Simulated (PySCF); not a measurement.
cyclopent-3-en-1-ol (C5H8O), SMILES OC1CC=CC1.

Geometry: B3LYP-D3(BJ)/def2-SVP. One conformer was computed; it need not be the lowest.

Calculation: PBE/def2-TZVP (PySCF).

Gas-phase values at a fixed geometry.

```
Property                                                                                                        Value
---------------------------------------------------------------------------------------------  ----------------------
total energy                                                                                       -270.30145 hartree
point group                                                                                                        Cs
highest occupied level                                                                                       -6.06 eV
lowest empty level                                                                                           -0.78 eV
orbital gap                                                                                                   5.29 eV
dipole moment                                                                                                  1.47 D
quadrupole, principal values (traceless, Buckingham form, about the centre of nuclear charge)   -6.85, 2.46, 4.39 D·Å
mean static polarisability                                                                       62.3 bohr³ (9.23 Å³)
polarisability, principal values                                                               53.1, 63.7, 70.1 bohr³
```
